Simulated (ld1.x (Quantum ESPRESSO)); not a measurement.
**iron (Fe): excitation energies, all-electron against TM**

iron (Fe), norm-conserving Troullier–Martins (Kleinman–Bylander form), made with ld1.x (Quantum ESPRESSO) 7.5 (LDA (PZ), fully relativistic). Core [Ar], reference 3d6 4s0.5 4p0 (charge +1.5). Waves: 4s (bound): rc 2.05 bohr; 4p (bound, empty): rc 1.80 bohr; 3d (bound): rc 1.50 bohr. Local part: all-electron potential smoothed inside 2.05 bohr (lloc = -1). Core correction: a·sin(br)/r model core inside 0.85 bohr.

Open shells are filled in proportion to 2j + 1 (rel_dist='average').

Energies are relative to the spin-unpolarised reference configuration 3d6 4s0.5 4p0; without spin polarisation the order of configurations can differ from experiment.

Q: Give the all-electron excitation energy and the error of the potential for: 3d6 4s2 4p0; 3d6 4s1 4p0; 3d6 4s0 4p0; 3d7 4s1 4p0; 3d6 4s1.5 4p0; 3d6.5 4s1.5 4p0; 3d6 4s0 4p1.

A:

```tsv
valence configuration	charge	ΔE all-electron (eV)	error AE − PS (meV)
3d6 4s2 4p0	0	-16.256	-8.6
3d6 4s1 4p0	+1	-7.275	-1.9
3d6 4s0 4p0	+2	9.217	-4.2
3d7 4s1 4p0	0	-17.085	-73
3d6 4s1.5 4p0	+0.5	-12.660	-5.3
3d6.5 4s1.5 4p0	0	-17.005	-4.1
3d6 4s0 4p1	+1	-2.142	+0.4
```

Levels in the configuration 3d6 4s2 4p0:

```tsv
level	all-electron (eV)	pseudo (eV)
3d j=3/2	-7.843	-7.948
3d j=5/2	-7.690	-7.795
4s j=1/2	-5.488	-5.483
```
